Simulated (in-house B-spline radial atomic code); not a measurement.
**The cadmium ion Cd³⁺: [Ar] 3d9 4s2 4p6 4d10 (an excited or competing configuration)**

Level of theory: Dirac-Hartree-Fock, average of configuration, Fermi nucleus of rms radius 4.6087 fm; calculated with an all-electron radial atomic-structure program (B-spline basis).

Z_r = [3n² - l(l+1)]/(2<r>); Z_e = n√(-2ε); the last column is Slater's effective charge. Values are occupation-weighted means over j. An effective charge above Z reflects the relativistic contraction of the inner shells.

```json
{"shell": "1s", "electrons": "2", "ε (eV)": "-26937", "<r> (bohr)": "0.03039", "Z_r": "49.36", "Z_e": "44.50", "Slater": "47.70"}
{"shell": "2s", "electrons": "2", "ε (eV)": "-4146.8", "<r> (bohr)": "0.131", "Z_r": "45.80", "Z_e": "34.92", "Slater": "43.85"}
{"shell": "2p", "electrons": "6", "ε (eV)": "-3724.5", "<r> (bohr)": "0.1147", "Z_r": "43.60", "Z_e": "33.09", "Slater": "43.85"}
{"shell": "3s", "electrons": "2", "ε (eV)": "-855.18", "<r> (bohr)": "0.3538", "Z_r": "38.15", "Z_e": "23.78", "Slater": "36.75"}
{"shell": "3p", "electrons": "6", "ε (eV)": "-712.08", "<r> (bohr)": "0.3523", "Z_r": "35.48", "Z_e": "21.70", "Slater": "36.75"}
{"shell": "3d", "electrons": "9", "ε (eV)": "-491.84", "<r> (bohr)": "0.3326", "Z_r": "31.57", "Z_e": "18.04", "Slater": "27.20"}
{"shell": "4s", "electrons": "2", "ε (eV)": "-169.66", "<r> (bohr)": "0.8675", "Z_r": "27.66", "Z_e": "14.13", "Slater": "21.10"}
{"shell": "4p", "electrons": "6", "ε (eV)": "-124.62", "<r> (bohr)": "0.9374", "Z_r": "24.54", "Z_e": "12.11", "Slater": "21.10"}
{"shell": "4d", "electrons": "10", "ε (eV)": "-56.74", "<r> (bohr)": "1.147", "Z_r": "18.31", "Z_e": "8.17", "Slater": "9.85"}
```

The least bound orbital is 4d5/2 at -56.37 eV, and it is also the most diffuse (<r> = 1.152 bohr). The part-filled 3d shell lies below the filled 4d shell in orbital energy.

Spin-orbit splittings of the orbital energies (j = l + 1/2 above j = l - 1/2 when positive): 2p 193.5 eV, 3p 36.22 eV, 3d 7.301 eV, 4p 6.502 eV, 4d 0.9167 eV.

For the 1s electron the small component carries 3.1 % of the norm, the zero-frequency Breit interaction raises the level by 59.46 eV, self-energy by 33.35 eV, and vacuum polarisation lowers it by 4.252 eV.

The density falls to 0.001 bohr⁻³ at 2.945 bohr; Σ<r²> = 25.729 bohr² gives, by the non-relativistic formula and without the paramagnetism of open shells, a Langevin diamagnetic susceptibility of -20.38×10⁻⁶ cm³/mol.
